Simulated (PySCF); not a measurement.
CsF, SMILES [F][Cs].

Geometry optimised at B3LYP-D3(BJ)/def2-TZVPD. The def2 effective core potentials stand for the cores of Cs; spin–orbit coupling is left out.

Method: PySCF with B3LYP-D3(BJ)/def2-TZVPD.

Frequencies are harmonic and unscaled.

Computed vibrational spectrum:
```json
[
 {"mode": "1", "ν (cm⁻¹)": "344", "IR (km/mol)": "126.1", "Raman (Å⁴/amu)": "1.1", "depolarisation": "0.02", "moving atoms (share of kinetic energy)": "F 87 %, Cs 13 %"}
]
```
